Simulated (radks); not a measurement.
Problem. Species: Dy36+. Configuration: [Ar] 3d10 4s2. All-electron calculation, scalar-relativistic Kohn-Sham, exchange-only LDA, spin-polarised, spherical densities, point nucleus. Program: a radial shooting solver on a logarithmic mesh with Libxc functionals. Some entries of the table are withheld. Estimate them.

orbital,occ.,eigenvalue (Ry),<r^2> (bohr^2)
1s,2,-4052.740,0.0006100
2s,2,-766.3359,(1)
2p,6,-692.9666,(2)
3s,2,(3),(4)
3p,6,-227.8503,0.06048
3d,10,-199.5899,0.04968
4s,2,-119.3210,0.2419
4p,0,-110.7597,(5)
5s,0,-69.81396,0.6812

Solution. 
(1) 2s <r^2> (bohr^2): 0.009494
(2) 2p <r^2> (bohr^2): 0.007673
(3) 3s eigenvalue (Ry): -250.4382
(4) 3s <r^2> (bohr^2): 0.06083
(5) 4p <r^2> (bohr^2): 0.2538
